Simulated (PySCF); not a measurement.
A GIAO shielding run with PySCF 2.14 (density fitting, non-relativistic, gas phase) on SMILES C=C(C)[C@@]1(C)CCC[SiH2]1, C8H16Si:

```
$ OMP_NUM_THREADS=1 python probes_run.py task.json out

{"job": {"kind": "nmr", "xc": "PBE0", "basis": "pcSseg-1"}, "charge": 0, "multiplicity": 1}
C      2.050691    -0.485914     1.444242
C      1.558941     0.017021     0.321036
C      2.447772     0.824179    -0.584922
C      0.148169    -0.180190    -0.165363
C      0.199098    -0.941125    -1.498059
C     -0.746187    -0.945808     0.824886
C     -2.213327    -0.691970     0.488248
C     -2.419183     0.821668     0.390851
Si    -0.807799     1.481363    -0.375510
H      1.486237    -1.104669     2.117679
H      3.072123    -0.299930     1.734808
H      1.896829     1.639438    -1.049738
H      3.286725     1.237243    -0.030375
H      2.851326     0.193084    -1.376468
H      0.711115    -1.894708    -1.366364
H     -0.802977    -1.141362    -1.869274
H      0.725442    -0.370735    -2.258463
H     -0.519826    -2.014479     0.814653
H     -0.567447    -0.567006     1.833034
H     -2.465216    -1.160508    -0.464926
H     -2.862261    -1.133728     1.248180
H     -2.557591     1.236068     1.389870
H     -3.317208     1.061049    -0.175257
H     -0.225474     2.579103     0.401509
H     -0.940908     1.866064    -1.785146
```

Hardware: 1 thread of an Intel Xeon, shared host. The job also computes population analyses, field gradients, ring-centre shieldings.

Question: How large is the calculation?

Answer: 78 electrons, 240 basis functions and 1261 auxiliary functions.

Question: How long does it take, and how much memory does it need?

Answer: 2.7 min of wall time, with 14 SCF cycles and 4 response iterations; peak memory 1.1 GiB. Times on a shared host scatter by some tens of per cent.
